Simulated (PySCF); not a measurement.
BeFH3OSi, SMILES [F][Be][O][SiH3]. Atoms are numbered in the order given.

```xyz
7

Be     0.0000     0.0000     1.3770
F      0.0000     0.0000     2.7631
O      0.0000     0.0000    -0.0299
Si     0.0000     0.0000    -1.6831
H      1.2140    -0.7009    -2.1909
H      0.0000     1.4018    -2.1909
H     -1.2140    -0.7009    -2.1909
```

Coordinates come from a B3LYP-D3(BJ)/def2-SVP optimisation. The values are those of a single conformer.

All values below come from PBE0/pcJ-1 run with PySCF.

Isotropic couplings with Fermi-contact, spin-dipole and both spin-orbit terms, one fixed conformer, no vibrational averaging. Isotopes: 19F, 1H, 29Si.

Computed spin–spin coupling constants:
| pair | bonds apart | J (Hz) |
|---|---|---|
| Si4–H5 | 1 | -220.1 |
| Si4–H6 | 1 | -220.1 |
| Si4–H7 | 1 | -220.1 |
| H5–H6 | 2 | 11.4 |
| H5–H7 | 2 | 11.4 |
| H6–H7 | 2 | 11.4 |
| F2–Si4 | 3 | 44.1 |
| F2–H6 | 4 | 0.3 |
| F2–H7 | 4 | 0.3 |
